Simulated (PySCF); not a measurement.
# Reading the logs of faulty runs: BClF2H anion

These are calculations, not measurements. The program is PySCF 2.14.0, an open-source quantum chemistry code, run on an isolated molecule that a program drew, which may never have been made. The molecule is BClF2H anion (charge -1, singlet), drawn as the SMILES string `F[BH-](F)Cl`.

Each row is a Hartree-Fock (HF) and frozen-core CCSD(T) single point in the aug-cc-pV(D+d)Z basis, meant for a local HF minimum. Run 1 is clean. Each other run has one planted mistake out of seven kinds, and not every kind appears here: one electron removed, one electron added, multiplicity raised by two, geometry at a saddle point, minimal basis STO-3G, one bond length entered in bohr, all coordinates scaled. The reference is restricted for singlets and unrestricted otherwise, and also for a bond in bohr. Adding or removing an electron swaps singlet and doublet. Electrons count all cores. HOMO and LUMO are orbital energies over both spins, the gradient is its largest component, and the lowest frequency (negative if imaginary) is given only where the gradient is small. Bond lengths are over the 4 bonds as drawn. T1 is the CCSD diagnostic: over 0.02 (restricted) or 0.045 (unrestricted) a single reference is doubtful.

Geometry of the clean run:
```xyz
5
BClF2H anion, angstrom
F    -0.1398    1.1038   -0.8960
B    -0.0546   -0.0156   -0.0657
F     1.2159   -0.5853   -0.1691
Cl   -0.2415    0.6448    1.8174
H    -0.9566   -0.8102   -0.2301
```

```
run,electrons,basis functions,<S^2>,HOMO (eV),LUMO (eV),gradient (hartree/bohr),lowest frequency (cm^-1),mean bond (Å),longest bond (Å),T1,HF (hartree),CCSD(T) (hartree),mistake
1,42,110,0.000,-6.18,4.59,2.5e-05,290,1.5025,2.004,0.0130,-683.87769,-684.58595,no fault
2,42,110,0.000,-6.87,4.34,6.0e-02,-,1.8131,2.639,0.0222,-683.74047,-684.46414,one bond length entered in bohr
3,41,110,0.760,-13.47,-3.20,8.0e-02,-,1.5025,2.004,0.0393,-683.70783,-684.38653,one electron removed
4,42,110,2.009,1.01,1.08,5.6e-02,-,1.5025,2.004,0.0260,-683.66884,-684.35355,multiplicity raised by two
5,42,110,0.000,-6.43,4.65,5.9e-02,-,1.6257,2.169,0.0144,-683.85210,-684.57000,?
```

**Which mistake was planted in run 5, and what did it cost?**

The mean and the longest bond both change by the same factor, 1.082, and the gradient is no longer small. So the mistake is: all coordinates scaled. Subtracting run 1 and multiplying by 627.51 kcal/mol a hartree, the energy moved by 16.1 kcal/mol in HF and 10.0 kcal/mol in CCSD(T).

Cautions from the logs. Run 4: the HOMO is above zero, so the electron isn't bound and the energy depends on the basis.
